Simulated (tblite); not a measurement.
Compound: C₇H₈N (doublet state).
Numbering: `[CH2:1]=[CH:2][CH:3][n:4]1[cH:5][cH:6][cH:7][cH:8]1` (hydrogens: H9, H10 on C1; H11 on C2; H12 on C3; H13 on C5; H14 on C6; H15 on C7; H16 on C8)

The geometry is computed with GFN2-xTB (gas phase). This method treats the open shell by occupation alone, without spin polarisation.

Question: What internal coordinates does the optimisation give?

Answer: 
| bond | length (pm) | order |
| --- | --- | --- |
| C1=C2 | 135.9 | double |
| C2–C3 | 139.1 | single |
| C3–N4 | 136.1 | single |
| N4–C5 | 137.2 | aromatic |
| C5–C6 | 136.5 | aromatic |
| C6–C7 | 141.7 | aromatic |
| C7–C8 | 136.3 | aromatic |
| N4–C8 | 137.3 | aromatic |
| C1–H9 | 107.4 | single |
| C1–H10 | 107.6 | single |
| C2–H11 | 108.1 | single |
| C3–H12 | 108.1 | single |
| C5–H13 | 107.1 | single |
| C6–H14 | 107.2 | single |
| C7–H15 | 107.2 | single |
| C8–H16 | 107.2 | single |

Orders are formal, as drawn. A selection of angles:
| angle | degrees |
| --- | --- |
| C1–C2–C3 | 123.4 |
| C2–C3–N4 | 125.8 |
| C3–N4–C5 | 128.3 |
| C3–N4–C8 | 123.7 |
| C5–N4–C8 | 108.0 |
| N4–C5–C6 | 108.8 |
| C5–C6–C7 | 107.3 |
| C6–C7–C8 | 107.0 |
| N4–C8–C7 | 109.0 |

Dihedral angles: C1–C2–C3–N4 180° (antiperiplanar); C2–C3–N4–C5 0° (synperiplanar).

The 5-membered ring N4–C5–C6–C7–C8 has internal angles of 107.0° to 109.0°; it is planar, 0.00 Å rms from its mean plane, widest ring torsion 0°. The 8 heavy atoms lie in one plane (0.001 Å rms). Of the pairs four or more bonds apart, H11···H13 is among the closest relative to their van der Waals radii: 2.19 Å, 91 % of the sum of Bondi's values. C7 (carbon bonded to 2 C and H) is planar (angles 126.6°, 126.4° and 107.0°, sum 360.0°, 0.00 Å off the plane of its three neighbours). N4 (nitrogen bonded to 3 C) is planar (angles 128.3°, 123.7° and 108.0°, sum 360.0°, 0.00 Å off the plane of its three neighbours). C2 (carbon bonded to 2 C and H) is planar (angles 123.4°, 118.4° and 118.2°, sum 360.0°, 0.00 Å off the plane of its three neighbours). C3 (carbon bonded to C, N and H) is planar (angles 125.8°, 119.3° and 114.9°, sum 360.0°, 0.00 Å off the plane of its three neighbours).

Point group: Cs (every atom within 0.08 Å of its image). Its GFN2-xTB frequencies are all real (lowest 94 cm⁻¹). 2 starts were optimised and ended at 0.00 and 3.30 kcal/mol (GFN2-xTB); the lowest of these is shown.

One conformer stands for the species.
